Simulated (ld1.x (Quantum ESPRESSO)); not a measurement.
**Configuration tests for bismuth (RRKJ)**

- Element: Bi (Z = 83)
- Generator: ld1.x (Quantum ESPRESSO) 7.5
- Type: norm-conserving RRKJ (Kleinman–Bylander form)
- Functional: PBEsol
- Relativity: non-relativistic
- Frozen core: [Xe] 4f14 5d10
- Valence charge: 5
- Reference configuration: 6s1.75 6p3.25
- Partial waves: 6p (bound): rc 2.15 bohr; 6s (bound): rc 2.10 bohr
- Local potential: the s channel
- Core correction: none
- rho0: 0.001

Energies are relative to the spin-unpolarised reference configuration 6s1.75 6p3.25; without spin polarisation the order of configurations can differ from experiment.

```
valence configuration  charge  ΔE all-electron (eV)  error AE − PS (meV)
              6s2 6p3       0                -1.665                 +0.3
              6s2 6p2      +1                 6.397                 -5.2
              6s2 6p1      +2                21.637                  -26
              6s0 6p5       0                11.923                  +14
              6s1 6p3      +1                13.637                 +3.5
              6s1 6p0      +4                85.107                  +86
```

(1) What are ΔE and the potential's error for 6s2 6p2.5?

Levels in the configuration 6s2 6p2.5:

| level | all-electron (eV) | pseudo (eV) |
| --- | --- | --- |
| 6s | -14.927 | -14.933 |
| 6p | -8.023 | -8.028 |

Answers

(1) ΔE = 1.520 eV all-electron; the error (AE − PS) is -1.0 meV.

ld1.x printed “convergence not achieved” for 6 of the counted tests; their residual had stalled under 1e-8, short of the target of 1e-14.
